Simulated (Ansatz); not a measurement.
The same path of CH6AlBO (10 atoms, charge 0, multiplicity 1) was run twice with different band settings. The coordinate that changes most is the dihedral H6–B1–Al2–O3.

All numbers below come from RKS PBE0-D4/cc-pVDZ in Ansatz 0.2.0.

Relaxed end points:

```xyz
10
Properties=species:S:1:pos:R:3
B -2.193 0.999 -1.027
Al -0.197 0.292 -0.850
O 0.255 -0.279 0.722
C 1.453 -0.806 1.218
H -2.491 2.158 -0.842
H -3.115 0.276 -1.335
H 0.921 0.232 -1.999
H 1.290 -1.827 1.607
H 2.252 -0.858 0.453
H 1.825 -0.188 2.055
```

```xyz
10
Properties=species:S:1:pos:R:3
B -2.194 0.999 -1.028
Al -0.196 0.297 -0.848
O 0.258 -0.275 0.722
C 1.454 -0.808 1.218
H -3.111 0.278 -1.356
H -2.499 2.153 -0.826
H 0.922 0.241 -1.997
H 1.288 -1.833 1.596
H 2.256 -0.853 0.456
H 1.822 -0.198 2.063
```

Common settings: movable images 7; spring 5.0 eV/Å²; start path IDPP; force threshold 0.03 eV/Å; end points relaxed.

| run | climbing image | optimiser | iteration limit |
| --- | --- | --- | --- |
| 1 | yes | quadratic models (default) | 36 |
| 2 | from the first iteration | lbfgs | 38 |

Question: What does each run give, and how far can it be trusted?

Answer: Run 1: converged after 7 iterations, highest image 0.075 eV above the first end. A vibrational analysis at the climbing image gives one clearly imaginary mode, 140i cm⁻¹: a first-order saddle point.
Run 2: converged after 26 iterations, highest image 0.078 eV above the first end. Another band between the same ends (7 images) ends at a top of the same energy, where a vibrational analysis finds 1 clearly imaginary mode.
